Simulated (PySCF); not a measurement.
```xyz
3
charge 0 multiplicity 1, angstrom
Zr    0.0000    0.0000    0.0000
Cl    0.0000    0.0000    2.3202
Cl    0.0000    0.0000   -2.3202
```

All numbers come from PBE0/[Zr def2-TZVP with ECP28, Cl def2-TZVP], scalar-relativistic core potentials, density fitting, no spin–orbit coupling, PySCF.

This geometry of ZrCl₂ is a stationary point at this level.

Question: What is the point group?

Answer: D∞h.

Question: Is it a minimum?

Answer: No: it has 2 imaginary modes (one degenerate set), at 64i cm⁻¹ (πu).

Question: List the harmonic modes with their infrared intensities.

Answer: 
```
symmetry  ω (cm⁻¹)  IR (km/mol, summed over degenerate members)
      πu       64i                                            –
     σg+       367                                          0.0
     σu+       424                                          156
```

Question: What are the dipole moment and the gap between the highest occupied and lowest empty levels?

Answer: 0.00 D and 2.05 eV.

In D∞h the vibrations span πu + σg+ + σu+. The σg+ mode carries no infrared intensity, as symmetry demands. With a centre of inversion only u modes can be infrared active and only g modes Raman active.

Stability towards spin polarisation was not tested. Only a few start shapes were tried, so a lower isomer may exist. At this level a triplet minimum of C2v symmetry lies 82 kJ/mol below this structure.
